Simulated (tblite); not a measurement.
Species: C4ClF2N.
Atom-mapped SMILES: `[N:1]#[C:2][C@@:3]1([F:4])[C:5]([F:6])=[C:7]1[Cl:8]`

Computed with GFN2-xTB (tblite): harmonic, unscaled wavenumbers at the GFN2-xTB geometry, gas phase. Errors from tens to a few hundred cm⁻¹ against measured bands are possible.

Harmonic wavenumbers (cm⁻¹): 92.4, 122.9, 165.9, 215.6, 228.4, 360.0, 425.6, 460.2, 512.7, 592.2, 615.9, 720.2, 774.8, 1070.6, 1144.5, 1214.0, 1950.6, 2397.3.

A = 1946, B = 1280, C = 1024 MHz; mass 134.969 u (most abundant isotopes); point group C1, symmetry number 1.

Problem. Zero-point energy?

Solution. ½Σν̃ = 6532 cm⁻¹ = 18.68 kcal/mol.

Problem. Give the ideal-gas entropy at 298.15 K and 1 bar in the rigid-rotor, harmonic-oscillator model (classical rotation).

Solution. Translation 40.64, rotation 29.22, vibration 17.98: S = 87.8 cal/(mol K).

Problem. And Cp and H(298.15 K) − H(0)?

Solution. Cp = 27.16 cal/(mol K), of which vibrations give 19.21 (their classical limit is 18 R = 35.8); H(298.15 K) − H(0) = 5.38 kcal/mol without the zero-point energy, 3.01 from vibrations.

Problem. Blend soft modes into free rotors: weight 1/[1 + (100 cm⁻¹/ν̃)⁴] for the oscillator and the rest for a rotor with moment μB/(μ + B), μ = h/(8π²ν), B = 10⁻⁴⁴ kg m². What vibrational entropy results?

Solution. 17.47 cal/(mol K) in place of 17.98, which changes −T·S at 298.15 K by +0.15 kcal/mol.

Problem. What must be added to the electronic energy to get the Gibbs energy at 298.15 K and 1 bar?

Solution. ZPE + [H(298.15 K) − H(0)] − T·S = 18.68 + 5.38 − 26.19 = -2.13 kcal/mol.

Problem. Which modes carry the vibrational entropy at 298.15 K?

Solution. 92.4 cm⁻¹: 3.61; 122.9 cm⁻¹: 3.05; 165.9 cm⁻¹: 2.48; 215.6 cm⁻¹: 2.00; 228.4 cm⁻¹: 1.89; 360.0 cm⁻¹: 1.12 cal/(mol K); the other 12 give 3.83 together.

Hindered rotation and anharmonicity are outside this model. The structure is chiral; the term R ln 2 for an equal mix with its mirror image is left out.
